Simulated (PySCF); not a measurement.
From computed data to an observable: entropy of an ideal gas

Bi(H)(OH)2 (BiH₃O₂), SMILES [OH][BiH][OH].

Coordinates come from a PBE-D3(BJ)/def2-TZVP optimisation. The def2 effective core potentials stand for the cores of Bi; spin–orbit coupling is left out. Other conformers were not sampled.

PBE-D3(BJ)/def2-TZVP (PySCF) gives the harmonic wavenumbers 163, 167, 303, 512, 522, 538, 583, 826, 857, 1666, 3714, 3715 cm⁻¹ and the rotational temperatures 0.4051, 0.2579, 0.1679 K. The molar mass is 244.00 g/mol, the symmetry number 1, the spin multiplicity 1.

Question: Work out the entropy at 298.15 K and 1 atm in the rigid-rotor, harmonic-oscillator model.

Answer: 
Translation (Sackur–Tetrode at 1 atm): S = R[1.5 ln M + 2.5 ln T − 1.16487] = 177.3 J/(mol K).
Rotation: q = (√π/σ) T^1.5/√(θA θB θC) = 68900, S = R[ln q + 3/2] = 105.1 J/(mol K).
Vibration: with u = 1.4388 ν/T, each mode gives R[u/(e^u − 1) − ln(1 − e^−u)]:
| ν (cm⁻¹) | modes | u | S (J/(mol K)) |
|---|---|---|---|
| 163 | 1 | 0.79 | 10.52 |
| 167 | 1 | 0.81 | 10.33 |
| 303 | 1 | 1.46 | 5.86 |
| 512 | 1 | 2.47 | 2.63 |
| 522 | 1 | 2.52 | 2.53 |
| 538 | 1 | 2.60 | 2.38 |
| 583 | 1 | 2.81 | 2.01 |
| 826 | 1 | 3.99 | 0.78 |
| 857 | 1 | 4.14 | 0.69 |
| 1666 | 1 | 8.04 | 0.02 |
The stiffer modes add less than 0.005 each. Sum 37.8 J/(mol K).
Spin: R ln 1 = 0.0 J/(mol K).
Total 320.2 J/(mol K); the program's own thermochemistry gives 320.2. Translation makes up 55 % and vibration 12 %. Anharmonicity, hindered rotation and orbital degeneracy are left out.
